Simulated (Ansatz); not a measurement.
HAl, SMILES `[AlH]` (excited triplet) (charge 0, multiplicity 3). This triplet is an excited state, 1.88 eV above the relaxed singlet at the level composite: frozen-core CCSD(T) with HF/cc-pV5Z and the correlation energy extrapolated as X^-3 from cc-pVQZ and cc-pV5Z, plus full CI minus CCSD(T) in cc-pVDZ // B3LYP-D3(BJ)/def2-TZVP (Ansatz, an electronic-structure program).

Cartesian coordinates (Å):
SMILES: [AlH]
```xyz
2

Al     0.8033     0.0000     0.0000
H     -0.8033     0.0000     0.0000
```
Charge 0, spin multiplicity 3.

Frozen-core energies in 6-31g from Ansatz at a geometry from B3LYP-D3(BJ)/def2-TZVP; the HF reference has <S^2> = 2.00 and the T1 diagnostic is 0.019.

| level | energy (Ha) |
|---|---|
| HF | -242.38473 |
| MP2 | -242.40229 |
| CCSD | -242.41292 |
| CCSD(T) | -242.41322 |

**Question.** Estimate the energies of CCSDT and CCSDT(Q), and give each level's difference from CCSDT(Q).

**Answer.** 
```json
[
 {"level": "MP2", "energy (Ha)": "-242.40229", "difference from CCSDT(Q) (mHa)": "11.11"},
 {"level": "CCSD", "energy (Ha)": "-242.41292", "difference from CCSDT(Q) (mHa)": "0.48"},
 {"level": "CCSD(T)", "energy (Ha)": "-242.41322", "difference from CCSDT(Q) (mHa)": "0.19"},
 {"level": "CCSDT", "energy (Ha)": "-242.41340", "difference from CCSDT(Q) (mHa)": "0.00"},
 {"level": "CCSDT(Q)", "energy (Ha)": "-242.41340", "difference from CCSDT(Q) (mHa)": "0.00"}
]
```
